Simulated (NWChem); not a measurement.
System: MoH₂S₃O; SMILES [S]=[Mo]([OH])(=[S])[SH]

Input file for NWChem:

```
start job
memory heap 200 mb stack 900 mb global 1100 mb
geometry units angstroms noautoz
  Mo     0.098771    -0.116906    -0.212364
  S      1.661693    -1.090602     0.803538
  S     -1.770738    -0.818930     0.431414
  O      0.330887    -0.317786    -2.042386
  H     -0.407045    -0.348400    -2.665961
  S      0.068432     2.117704     0.393541
  H      1.410994     2.288677     0.316916
end
basis spherical
  * library 3-21g
end
dft
  xc hfexch
  iterations 150
  mulliken
end
task dft energy
```

Geometry: optimised at PBE0/def2-SVP (def2 core potentials past Kr). No frequency run checked for a minimum.

**Question.** Predict the main results of this run. (Hartree-Fock/3-21G, non-relativistic.) Quantities: basis functions; energy (Ha); highest occupied level (eV); orbital gap (eV); dipole (D).

**Answer.** 
```yaml
number_of_basis_functions: 88
energy (Ha): -5218.89
highest occupied level (eV): -10.29
orbital gap (eV): 8.85
dipole (D): 2.31
```
